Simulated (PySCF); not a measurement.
C₃H₆Cl (SMILES [CH2]CCCl), doublet, geometry from GFN2-xTB; PySCF with CCSD/STO-3G.

PySCF was given this input:
```python
from pyscf import gto, scf, cc

mol = gto.M(
    atom='''
C     1.01004519   -0.59141257    0.01804838
C     2.39623104   -0.09879675   -0.00017113
C     0.02437817    0.59306770   -0.01533662
H     0.81435877   -1.16953832    0.92361527
H     0.80953602   -1.21837179   -0.85418657
Cl   -1.66354710    0.01486371   -0.00038923
H     2.86745217    0.16131528   -0.92770128
H     2.89985337    0.14732831    0.91380985
H     0.15203642    1.22921107    0.85976434
H     0.15313749    1.18022195   -0.92392847
''',
    basis='sto-3g',
    spin=1,
    verbose=4,
)

mf = scf.UHF(mol)
mf.kernel()

mycc = cc.CCSD(mf)
mycc.kernel()
print('E(CCSD) = %.10f' % mycc.e_tot)
```

What the program printed (banner, timings and long lists left out):

```
PySCF version 2.14.0

[INPUT] verbose = 4
[INPUT] num. atoms = 10
[INPUT] num. electrons = 41
[INPUT] charge = 0
[INPUT] spin (= nelec alpha-beta = 2S) = 1
[INPUT] symmetry False subgroup None
[INPUT] Mole.unit = angstrom
[INPUT] Symbol           X                Y                Z      unit          X                Y                Z       unit  Magmom
[INPUT]  1 C      1.010045190000  -0.591412570000   0.018048380000 AA    1.908708782534  -1.117607783925   0.034106495192 Bohr   0.0
[INPUT]  2 C      2.396231040000  -0.098796750000  -0.000171130000 AA    4.528220396782  -0.186698799497  -0.000323388832 Bohr   0.0
[INPUT]  3 C      0.024378170000   0.593067700000  -0.015336620000 AA    0.046068064718   1.120735526326  -0.028982011477 Bohr   0.0
[INPUT]  4 H      0.814358770000  -1.169538320000   0.923615270000 AA    1.538915042438  -2.210107116984   1.745379904766 Bohr   0.0
[INPUT]  5 H      0.809536020000  -1.218371790000  -0.854186570000 AA    1.529801365770  -2.302389000996  -1.614178676582 Bohr   0.0
[INPUT]  6 Cl    -1.663547100000   0.014863710000  -0.000389230000 AA   -3.143648414314   0.028088341095  -0.000735538099 Bohr   0.0
[INPUT]  7 H      2.867452170000   0.161315280000  -0.927701280000 AA    5.418699276590   0.304841698908  -1.753101344608 Bohr   0.0
[INPUT]  8 H      2.899853370000   0.147328310000   0.913809850000 AA    5.479928670697   0.278410156295   1.726850346430 Bohr   0.0
[INPUT]  9 H      0.152036420000   1.229211070000   0.859764340000 AA    0.287307194759   2.322872271584   1.624719134267 Bohr   0.0
[INPUT] 10 H      0.153137490000   1.180221950000  -0.923928470000 AA    0.289387915503   2.230296251700  -1.745971766988 Bohr   0.0

nuclear repulsion = 150.794980689758
number of shells = 20
number of NR pGTOs = 90
number of NR cGTOs = 30
basis = sto-3g
ecp = {}

******** <class 'pyscf.scf.uhf.UHF'> ********
method = UHF
initial guess = minao
damping factor = 0
level_shift factor = 0
DIIS = <class 'pyscf.scf.diis.CDIIS'>
diis_start_cycle = 1
diis_space = 8
diis_damp = 0
SCF conv_tol = 1e-09
SCF conv_tol_grad = None
SCF max_cycles = 50
direct_scf = True
direct_scf_tol = 1e-13
number electrons alpha = 21  beta = 20
Set gradient conv threshold to 3.16228e-05
init E= -570.329090751694

cycle= 1 E= -570.172266526531  delta_E= 0.157  |g|= 0.237  |ddm|= 2.63
cycle= 2 E= -570.23310654217  delta_E= -0.0608  |g|= 0.0809  |ddm|= 0.524
cycle= 3 E= -570.238909705553  delta_E= -0.0058  |g|= 0.0277  |ddm|= 0.145
cycle= 4 E= -570.240028986598  delta_E= -0.00112  |g|= 0.0096  |ddm|= 0.0741
cycle= 5 E= -570.240190623626  delta_E= -0.000162  |g|= 0.00314  |ddm|= 0.0284
cycle= 6 E= -570.240208445072  delta_E= -1.78e-05  |g|= 0.000828  |ddm|= 0.0106
cycle= 7 E= -570.240209641726  delta_E= -1.2e-06  |g|= 0.000325  |ddm|= 0.00244
cycle= 8 E= -570.240209853601  delta_E= -2.12e-07  |g|= 0.000156  |ddm|= 0.000978
cycle= 9 E= -570.240209911991  delta_E= -5.84e-08  |g|= 5.62e-05  |ddm|= 0.00063
cycle= 10 E= -570.240209919647  delta_E= -7.66e-09  |g|= 2.25e-05  |ddm|= 0.000227
cycle= 11 E= -570.240209920948  delta_E= -1.3e-09  |g|= 7.57e-06  |ddm|= 9.95e-05
cycle= 12 E= -570.240209921092  delta_E= -1.44e-10  |g|= 3.08e-06  |ddm|= 3.2e-05
Extra cycle  E= -570.240209921105  delta_E= -1.34e-11  |g|= 2.05e-06  |ddm|= 5.98e-06
converged SCF energy = -570.240209921105  <S^2> = 0.76499207  2S+1 = 2.0149363

******** <class 'pyscf.cc.uccsd.UCCSD'> ********
CC2 = 0
CCSD nocc = (np.int64(21), np.int64(20)), nmo = (30, 30)
max_cycle = 50
direct = 0
conv_tol = 1e-07
conv_tol_normt = 1e-06
diis_space = 6
diis_start_cycle = 0
diis_start_energy_diff = 1e+09
Init t2, MP2 energy = -0.146626726265038
Init E_corr(UCCSD) = -0.146626726269254
cycle = 1  E_corr(UCCSD) = -0.179204892475973  dE = -0.0325781662  norm(t1,t2) = 0.0692311
cycle = 2  E_corr(UCCSD) = -0.18981789024049  dE = -0.0106129978  norm(t1,t2) = 0.0280142
cycle = 3  E_corr(UCCSD) = -0.196942873223994  dE = -0.00712498298  norm(t1,t2) = 0.0134999
cycle = 4  E_corr(UCCSD) = -0.19704486244832  dE = -0.000101989224  norm(t1,t2) = 0.00334657
cycle = 5  E_corr(UCCSD) = -0.19707758430185  dE = -3.27218535e-05  norm(t1,t2) = 0.000984717
cycle = 6  E_corr(UCCSD) = -0.197098668435229  dE = -2.10841334e-05  norm(t1,t2) = 0.000374819
cycle = 7  E_corr(UCCSD) = -0.197096516571383  dE = 2.15186385e-06  norm(t1,t2) = 0.000128865
cycle = 8  E_corr(UCCSD) = -0.197096939943374  dE = -4.23371991e-07  norm(t1,t2) = 4.86011e-05
cycle = 9  E_corr(UCCSD) = -0.197097106911807  dE = -1.66968433e-07  norm(t1,t2) = 2.47263e-05
cycle = 10  E_corr(UCCSD) = -0.197097014104232  dE = 9.28075749e-08  norm(t1,t2) = 1.04111e-05
cycle = 11  E_corr(UCCSD) = -0.197096709083424  dE = 3.05020808e-07  norm(t1,t2) = 3.44458e-06
cycle = 12  E_corr(UCCSD) = -0.197096517029562  dE = 1.92053862e-07  norm(t1,t2) = 1.75248e-06
cycle = 13  E_corr(UCCSD) = -0.197096451866928  dE = 6.51626337e-08  norm(t1,t2) = 8.78071e-07
UCCSD converged
E(UCCSD) = -570.437306372972  E_corr = -0.1970964518669285
E(CCSD) = -570.4373063730
```
